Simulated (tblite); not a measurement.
A structure optimised at GFN2-xTB (Å):
```
atom  x, y, z in Å
C1     3.1556   -0.4845   -0.4759
N2     2.1335   -0.3370    0.5066
C3     0.8863   -0.1313    0.1529
C4     0.3768   -0.0312   -1.1813
C5    -0.9516    0.1839   -1.4186
C6    -1.8664    0.3124   -0.3609
N7    -3.1862    0.5775   -0.6097
C8    -1.3896    0.2211    0.9588
C9    -0.0661    0.0073    1.2089
H10    2.9660   -1.3283   -1.1522
H11    4.0951   -0.6621    0.0488
H12    3.2658    0.4147   -1.0956
H13    1.0539   -0.1308   -2.0162
H14   -1.3189    0.2568   -2.4342
H15   -3.8435    0.4557    0.1417
H16   -3.5338    0.4265   -1.5414
H17   -2.0928    0.3220    1.7743
H18    0.3072   -0.0664    2.2177
```

Doublet state.

(1) Read off the bonds between heavy atoms and their formal orders.

(2) Give the structure as a SMILES string.

(3) Which rings does it hold?

(4) Classify the heavy atoms.

(5) What is the arrangement about C8?

(6) What is the arrangement about C5?

Results:

(1) C1–N2 1.43 Å (single); N2–C3 1.31 Å (single); C3–C4 1.43 Å (aromatic); C4–C5 1.37 Å (aromatic); C5–C6 1.40 Å (aromatic); C6–N7 1.37 Å (single); C6–C8 1.41 Å (aromatic); C8–C9 1.36 Å (aromatic); C3–C9 1.43 Å (aromatic). Bonds to hydrogen (Å): C1–H10 1.10; C1–H11 1.09; C1–H12 1.10; C4–H13 1.08; C5–H14 1.08; N7–H15 1.01; N7–H16 1.01; C8–H17 1.08; C9–H18 1.08. The orders are those of one drawing; other resonance forms can be drawn.

(2) `C[N]c1ccc(N)cc1`, C7H9N2.

(3) C3–C4–C5–C6–C8–C9 (6 members, 0.00 Å rms from planarity).

(4) C1: carbon bonded to N and 3 H; N2: nitrogen bonded to 2 C; C3: carbon bonded to 2 C and N; C4: carbon bonded to 2 C and H; C5: carbon bonded to 2 C and H; C6: carbon bonded to 2 C and N; N7: nitrogen bonded to C and 2 H; C8: carbon bonded to 2 C and H; C9: carbon bonded to 2 C and H.

(5) It has 3 neighbours (C6, C9, H17) and is planar (angles 120.8°, 120.5° and 118.8°, sum 360.0°, 0.00 Å off the plane of its three neighbours).

(6) It has 3 neighbours (C4, C6, H14) and is planar (angles 121.1°, 120.2° and 118.6°, sum 360.0°, 0.00 Å off the plane of its three neighbours).

These are computed values.
